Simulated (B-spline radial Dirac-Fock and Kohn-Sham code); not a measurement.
Ionisation of each subshell: As²⁹⁺

System: arsenic as As²⁹⁺, configuration [He] 2s2; nuclear rms radius 4.0968 fm (A = 75).

Input of the calculation (task.json; shells as n, l, electrons):

```json
{"items": [{
  "Z": 33,
  "q": 29,
  "cfg": [[1, 0, 2], [2, 0, 2]],
  "A": 75,
  "rrms": 4.0968,
  "do": ["binding"]
}]}
```

Run with: `python xray_run.py task.json out`

These are calculated numbers from a B-spline atomic structure program; the model is ΔSCF Dirac-Fock with Breit, self-energy and vacuum polarisation, finite nucleus, configuration average. Correlation and solid-state effects are left out. Energies are counted from the vacuum level.

All terms are in eV, carry their sign (relaxation lowers the binding energy) and add up to the binding energy; ⟨r⟩ is the mean radius of the orbital in the initial state.

```tsv
subshell	−ε (Koopmans)	relaxation	Gaunt	retardation	self-energy	vacuum polarisation	binding energy	⟨r⟩ (bohr)
K (1s)	14118.9	-4.73	-14.03	0.14	-9.07	0.89	14092.1	0.045
L1 (2s)	3281.9	-0.29	-1.50	0.14	-1.15	0.11	3279.2	0.187
```

For the deepest level, K (1s), the Breit terms make up -0.099 % of the binding energy, QED -0.058 % and orbital relaxation -0.034 %.

Going to the tabulated ground configuration of the next ion removes an electron from L1 (2s), computed at 3279.2 eV. NIST lists 3287 ± 3 eV as the ionisation energy of this species (semi-empirical), +7.75 eV from the computed value.
